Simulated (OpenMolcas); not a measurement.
V2+ with 4 ligands (chloride) in tetrahedral coordination (Td) at 2.42 Å. A charge of +0.5 e stands 2.6 Å behind each ligand. Ligand basis ANO-RCC-VDZP.

```json
{
 "Program": "OpenMolcas 26.06",
 "Method": "CASSCF",
 "Basis": "ANO-RCC-VTZP [6s5p3d2f1g]",
 "Scalar Hamiltonian": "DKH2, point nucleus",
 "Active space": "3 electrons in 5 orbitals (3d)",
 "State averaging": "2S+1 = 4 even, 10 roots; 2S+1 = 2 even, 40 roots",
 "Spin-orbit coupling": "RASSI with atomic mean-field integrals over the reference wave functions"
}
```

**Question.** What is the spin-free ground state (labels of Td)?

**Answer.** 4T1, 3-fold in its orbital part, 100 % from free-ion F terms; it has the highest spin that d3 allows.

**Question.** Where is the first state of the same spin?

**Answer.** 4T2 at 2420 cm-1 above the ground state.

**Question.** What are the lowest two levels with spin-orbit coupling?

**Answer.** A 4-fold level Γ8, then a 2-fold level Γ7 18.9 cm-1 above it. Their leading multiplicities are 4 (100 %) and 4 (100 %).

**Question.** What is χT at 300 K, and how does it compare with the textbook value?

**Answer.** The lowest level has 2S+1 = 4, for which the spin-only value is χT = S(S+1) / 2 = 1.875 cm3 K/mol (g = 2). The computed 1.684 at 300 K differs by -0.191, through orbital momentum, spin-orbit coupling and any other state in reach. With a threefold ground state the orbital momentum is unquenched, so the spin-only value is not expected to hold.

An orbital triplet at a regular site is open to Jahn-Teller coupling, which can distort the site and quench the lowest spin-orbit gaps and is left out. Without dynamic correlation the repulsion within the d shell is too large (B by tens of per cent), so at a given field states of lower spin stand too high. Ligand-to-metal charge-transfer states are missing. With no ligand orbital active B as a rule stays too high, so bands that hang on it stand too high and its fall with covalency is understated. With metal d orbitals alone and no dynamic correlation the field as a rule comes out too small, by tens of per cent, by up to half for chloride and softer ligands. No measured value stands beside these numbers; the geometry is a model, was not optimised and need not be the one that this ion takes.
